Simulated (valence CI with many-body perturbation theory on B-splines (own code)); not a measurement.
The numbers below are computed, except where a source is named.
## Sm³¹⁺: what the settings do

Method: relativistic CI+MBPT: three valence electrons over a frozen Dirac-Fock core [Ar] 3d10, a basis of 6 s, 6 p, 5 d, 3 f, 1 g functions for each j, with the one-electron correlation potential Σ1 (screened to all orders), the two-electron term Σ2, the three-electron term Σ3, Breit, model QED; selected single and double excitations, second order for the rest, scaled by the run's own slope (own B-spline code, finite nucleus).

No measured spectrum was set against this ion. As an estimate, large intervals hold to a few tenths of a per cent, small ones and those within an open d or f shell to about a per cent.

The reference run has the lowest level (4s^2 4p1/2) J=1/2 and an ionisation energy of 1227.74 eV. Its largest variational space holds 2813 state functions.

Levels are named by their leading jj configuration (3d3/2^4 stands for four electrons in 3d with j = 3/2), which in mixed levels can hold well under half, so a name can repeat and another be missing. Letters in brackets count levels of one name in rising energy.

Changed runs:
A. averaging of valence orbitals over low configurations on → off
B. highest l with Σ1, explicit Σ2 and valence Breit (higher l get mean screening factors) 3 → 0; three-electron term on → off
C. selection threshold (hartree) 2e-08 → 1e-06
D. highest l in the core sums 6 → 2 (bad on purpose)

Excitation energies of the reference run in cm⁻¹, and shifts in cm⁻¹:

```
                     Level  Reference         A       B     C      D
        (4s^2 4p3/2) J=3/2     303903      +1.1   -1305     0   -760
        (4s 4p1/2^2) J=1/2     544517      +3.3   -2537  +0.1  -1591
(4s 4p1/2 4p3/2) J=3/2 [a]     777546      +7.2   -5906  +0.1  -3966
    (4s 4p1/2 4p3/2) J=5/2     825989      +5.2   -4094     0  -2719
(4s 4p1/2 4p3/2) J=3/2 [b]     898888      +3.3    -835  +0.1   +9.5
    (4s 4p1/2 4p3/2) J=1/2     924623      +1.7   +3733  +0.3  +3780
        (4s 4p3/2^2) J=5/2    1105980      +6.4   -5814     0  -3758
        (4s 4p3/2^2) J=3/2    1217770      +2.5   +3060  +0.1  +3176
        (4s 4p3/2^2) J=1/2    1229150      -0.1    -346  +0.2   +701
        (4s^2 4d3/2) J=3/2    1291740      +0.4   +6197  +0.1  +5275
        (4s^2 4d5/2) J=5/2    1333960      +0.9   +5565  +0.1  +4478
     (4p1/2^2 4p3/2) J=3/2    1458630      +4.8  +13695  +0.1  +1326
    Ionisation energy (eV)    1227.74  +0.00045   +2.59     0  -0.53
```
